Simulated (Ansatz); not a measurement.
Input for Ansatz (a quantum-chemistry and plane-wave program):
Ansatz 0.2 input:
```yaml
crystal:
  periodic: [false, false, false]
  atoms:
    - {symbol: F, position_ang: [-1.75854617, -0.86921053, 0.20925575]}
    - {symbol: As, position_ang: [0.07555063, -0.21534643, 0.07876260]}
    - {symbol: F, position_ang: [1.94209977, 0.34601691, -0.01789853]}
    - {symbol: F, position_ang: [-0.46057259, 1.31279719, -0.48015343]}
basis:
  gaussian:
    orbitals: STO-3G
hamiltonian:
  xc: {name: wB97X-V}
magnetization: {spin_polarized: true, initial_magnetization: 2}
```

Q: What total energy does Ansatz with WB97X-V/STO-3G give?

A: -2505.4010 Eh

Q: Give the number of basis functions at the level WB97X-V/STO-3G.

A: 33

Q: Give the <S^2> at the level WB97X-V/STO-3G.

A: 2.036
